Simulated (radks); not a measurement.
Results of a calculation; reference values are marked as such.
All-electron atom: the antimony ion Sb26+ in [Ar] 3d7. Code: a radial shooting solver on a logarithmic mesh with Libxc functionals. Model: Dirac Kohn-Sham, LB94 model potential, spin-unpolarised, spherical densities, finite nucleus; open shells fill j = l - 1/2 first; Fermi nuclear charge, rms radius 4.6802 fm.

Normalised radial functions P(r) = r R(r) (large component), r in bohr:

r          3d3/2
0.002911  0.0002
0.004207  0.0005
0.006029  0.0012
0.008642  0.0032
0.01249   0.0085
0.0179    0.0219
0.02565   0.0546
0.03706   0.1331
0.05312   0.2977
0.07676   0.6155
0.11      1.0983
0.1577    1.6382
0.2278    1.9252
0.3266    1.6420
0.4681    0.9128
0.6763    0.2655
0.9694    0.0320
1.401     0.0010
2.007     0.0000

3d3/2: eigenvalue -1443.7 eV, 0 radial nodes, <r> = 0.283 bohr, 90 % of the charge inside 0.440 bohr.
